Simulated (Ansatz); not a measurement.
Geometry optimisation, UKS PBE0-D4/def2-SVP in Ansatz.

Input:

```yaml
crystal:
  periodic: [false, false, false]
  atoms:
    - { symbol: W, position_ang: [0.0, 0.169128, -0.181015] }
    - { symbol: H, position_ang: [0.0, -0.138457, 1.499448] }
    - { symbol: F, position_ang: [1.817244, 0.317472, -0.358782] }
    - { symbol: F, position_ang: [0.0, 1.893582, 0.597351] }
    - { symbol: F, position_ang: [-1.817244, 0.317472, -0.358782] }
    - { symbol: H, position_ang: [0.0, -1.431647, 0.307848] }
    - { symbol: F, position_ang: [0.0, -0.792185, -1.811106] }
    - { symbol: H, position_ang: [0.0, -0.205364, 3.355038] }
magnetization:
  spin_polarized: true
  initial_magnetization: 1
basis:
  gaussian: { orbitals: def2-SVP }
hamiltonian:
  xc: pbe0
  dispersion: d4
relax:
  f_tol: 0.03
  max_steps: 50
output:
  orbitals: {}
```

Run as:

```bash
$ ansatz run input.yaml --threads 4 --pin off --max-ram 5120MiB --backend cpu --events-out ev --progress --plain --runs-dir out
```

Where does it end, and by what steps?

It converged. After 18 steps the energy has fallen by 2.350 eV; H2 moved furthest, 1.67 Å. Parted: W1–H2 (1.71 → 3.83 Å). Joined: H2–H8 (1.86 → 0.76 Å).

```tsv
step	energy less start (eV)	largest force component (eV/Å)	accepted
0	0.0000	0.278	yes
1	-0.0052	0.321	yes
2	-0.0151	0.272	yes
3	-0.0375	0.451	yes
4	-0.1367	1.367	yes
5	-0.5172	3.084	yes
6	-1.2370	2.923	yes
7	-1.4141	5.200	yes
8	-1.8040	1.282	yes
9	-1.9685	0.489	yes
10	-2.0521	0.235	yes
11	-2.1058	0.554	yes
12	-2.1760	0.400	yes
13	-2.2644	0.604	yes
14	-2.3035	0.842	yes
15	-2.3399	0.300	yes
16	-2.3486	0.096	yes
17	-2.3495	0.059	yes
18	-2.3498	0.006	yes
```

```xyz
8
Properties=species:S:1:pos:R:3
W 0.000 0.101 -0.686
H 0.000 0.188 3.141
F 1.726 0.598 -1.007
F 0.000 1.139 0.897
F -1.726 0.598 -1.007
H 0.000 -1.302 0.228
F 0.000 -0.928 -2.269
H 0.000 -0.264 3.754
```

Whether the end is a true minimum wasn't checked by a vibrational analysis.

The run took 51 s on 4 threads of Arm Neoverse V2, on a shared host, peak memory 0.34 GiB.
